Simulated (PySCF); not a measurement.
Compound: C4H12OSi.
Cartesian coordinates in Å at the PBE0-D3(BJ)/def2-TZVP level; atoms count from 1:
```xyz
18
C4H12OSi angstrom
C      2.1543   -1.0128   -0.1004
O      1.3921    0.1060   -0.4670
Si    -0.2095    0.2866   -0.0896
C     -1.2096   -1.1067   -0.8366
C     -0.6998    1.9263   -0.8199
C     -0.4359    0.2858    1.7671
H      3.1682   -0.8838   -0.4853
H      2.2157   -1.1259    0.9890
H      1.7469   -1.9407   -0.5199
H     -2.2757   -0.9596   -0.6421
H     -0.9310   -2.0772   -0.4174
H     -1.0693   -1.1537   -1.9194
H     -0.5616    1.9286   -1.9035
H     -1.7506    2.1451   -0.6115
H     -0.0961    2.7348   -0.4011
H     -0.1493   -0.6715    2.2106
H      0.1674    1.0684    2.2344
H     -1.4821    0.4674    2.0286
```

Level of theory: PBE0-D3(BJ)/def2-TZVP geometry optimisation, gas phase (PySCF 2.14.0).

Take the most abundant isotopes and a rigid rotor. 

Problem. What are A, B and C (cm⁻¹)?

Solution. Ia = 162.53, Ib = 246.48, Ic = 247.53 u·Å²; 505379 MHz·u·Å²/I gives 3109, 2050 and 2042 MHz, that is A = 0.10372, B = 0.06839, C = 0.06810 cm⁻¹.

Problem. What kind of rotor is it?

Solution. A near-prolate asymmetric top; Ray's κ = -0.984.

Problem. Is it planar, by Δ = Ic − Ia − Ib?

Solution. Not planar: Δ = Ic − Ia − Ib = -161.48 u·Å². For a rigid frame Δ = −2 Σ m c², so Σ m c² = 80.74 u·Å² lies off the ab plane: 24.84 from hydrogen and 55.90 from heavier atoms. The atom farthest from that plane is 2.45 Å away.

Problem. List the rotational levels J(Ka,Kc) to J = 2 (MHz).

Solution. Above 0(0,0):
J = 1: 1(0,1) 4092, 1(1,1) 5151, 1(1,0) 5160
J = 2: 2(0,2) 12276, 2(1,2) 13327, 2(1,1) 13353, 2(2,1) 16530, 2(2,0) 16530
Those of J = 1 are B + C, A + C and A + B.

Problem. Which lines would a microwave search look for?

Solution. The dipole components are |μa| = 0.04 D, |μb| = 1.00 D, |μc| = 0.00 D; the mirror of this Cs structure is the ab plane, so μc vanishes by symmetry (the 0.03 D computed is a residue) and there are no c-type lines. The squared components, which scale the intensities, stand as 0.00 : 1.00 (a : b). Some lines, for components of 0.1 D or more:

```csv
type,branch,"J(Ka,Kc)",MHz,lower level (cm⁻¹)
b,Q,"2(1,1) ← 2(0,2)",1076,0.409
b,Q,"3(1,2) ← 3(0,3)",1090,0.819
b,Q,"4(1,3) ← 4(0,4)",1107,1.365
b,Q,"3(2,1) ← 3(1,2)",3164,0.855
b,Q,"2(2,1) ← 2(1,2)",3203,0.445
b,Q,"3(2,2) ← 3(1,3)",3216,0.854
b,Q,"4(2,3) ← 4(1,4)",3234,1.399
b,R,"1(1,1) ← 0(0,0)",5151,0.000
b,Q,"4(3,1) ← 4(2,2)",5316,1.507
b,Q,"3(3,1) ← 3(2,2)",5317,0.961
b,Q,"4(3,2) ← 4(2,3)",5317,1.507
b,R,"2(2,1) ← 1(1,0)",11370,0.172
b,R,"2(2,0) ← 1(1,1)",11379,0.172
b,R,"4(1,3) ← 3(2,2)",13221,0.961
b,R,"3(1,3) ← 2(0,2)",13314,0.409
b,R,"4(0,4) ← 3(1,3)",15330,0.854
b,R,"3(2,1) ← 2(1,2)",15480,0.445
b,R,"4(1,4) ← 3(0,3)",17388,0.819
b,R,"3(3,1) ← 2(2,0)",17593,0.551
b,R,"3(3,0) ← 2(2,1)",17593,0.551
b,R,"4(2,3) ← 3(1,2)",19532,0.855
b,R,"4(3,2) ← 3(2,1)",21685,0.961
b,R,"4(3,1) ← 3(2,2)",21685,0.961
b,R,"4(4,1) ← 3(3,0)",23812,1.138
b,R,"4(4,0) ← 3(3,1)",23812,1.138
```

Problem. Estimate the classical rotational partition function at 25 K, 200 K and 500 K.

Solution. Point group Cs, symmetry number σ = 1; q = (√π/σ)·√((kT/h)³/(ABC)), k/h = 20836.6 MHz/K: 5840 at 25 K, 132000 at 200 K, 522000 at 500 K.

No frequency check. Zero-point vibration and centrifugal distortion are left out. A rigid rotor knows nothing of internal rotation, which can split or shift real lines.
